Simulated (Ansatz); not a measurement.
Caution: the highest occupied level lies above zero, a sign of self-interaction error and of too few diffuse functions. Caution: the restricted solution is unstable towards spin-unrestricted or complex orbitals, so a lower solution exists and this singlet may not be the ground state. This singlet is an excited state, 0.27 eV above the relaxed triplet at the level frozen-core CCSD(T)/aug-cc-pVTZ // PBE-D3(BJ)/def2-SVPD (Ansatz, a program for electronic structure).

A geometry relaxed with PBE-D3(BJ)/def2-SVPD (Ansatz), charge -1, multiplicity 1:

```xyz
6

H     -1.3942    -0.2498     1.2583
H      2.1843     0.0439    -0.4407
Si    -0.4061     0.0938     0.1430
H     -0.9317    -0.7401    -1.0340
H     -0.9251     1.5179    -0.2313
B      1.4727    -0.6657     0.3047
```

Task: Write the SMILES of this molecule.

Result: `[BH-][SiH3]`
